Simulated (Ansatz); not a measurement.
AuCl, closed-shell singlet (the spin of the measured ground state), most abundant isotopes (196.9666 and 34.9689 u). Constants from fifth-degree fits in 1/R to seven points on the lowest solution found; no spin–orbit coupling, no relativity up to Kr; ω_e x_e and α_e move by some per cent with the fit.

Correlated levels freeze the inner cores; with def2 sets outer-core shells near the valence are correlated too.

Programs: Ansatz (a first-principles code) with Gaussian orbitals. Values without a source in brackets are computed. In def2 rows elements past Kr take small-core potentials, without spin–orbit coupling.

Total energies (hartree; each atom in its lowest state at that level) and vibrational constants (cm⁻¹):

```json
[
 {"level": "PBE/def2-TZVPP", "E(AuCl) at r_e": "-595.815658", "E(Au)": "-135.746005", "E(Cl)": "-459.958430", "ω_e": "361", "ω_e x_e": "1.4"},
 {"level": "B3LYP/def2-TZVPP", "E(AuCl) at r_e": "-596.026202", "E(Au)": "-135.760722", "E(Cl)": "-460.167005", "ω_e": "351", "ω_e x_e": "1.3"},
 {"level": "wB97M-V/def2-TZVPP", "E(AuCl) at r_e": "-595.851542", "E(Au)": "-135.618242", "E(Cl)": "-460.125172", "ω_e": "367", "ω_e x_e": "1.1"},
 {"level": "CCSD(T)/def2-QZVPP", "E(AuCl) at r_e": "-595.238002", "E(Au)": "-135.434994", "E(Cl)": "-459.695345", "ω_e": "382", "ω_e x_e": "1.3"}
]
```

**Question.** Work out D_e and D₀ in eV.

**Answer.** 
D_e = E(Au) + E(Cl) − E(molecule), times 27.2114 eV; D₀ = D_e − (ω_e/2 − ω_e x_e/4)/8065.54.
- PBE/def2-TZVPP: D_e = 3.027, zero point 0.022, D₀ = 3.004 eV
- B3LYP/def2-TZVPP: D_e = 2.680, zero point 0.022, D₀ = 2.658 eV
- wB97M-V/def2-TZVPP: D_e = 2.942, zero point 0.023, D₀ = 2.920 eV
- CCSD(T)/def2-QZVPP: D_e = 2.930, zero point 0.024, D₀ = 2.906 eV
No counterpoise correction is made.
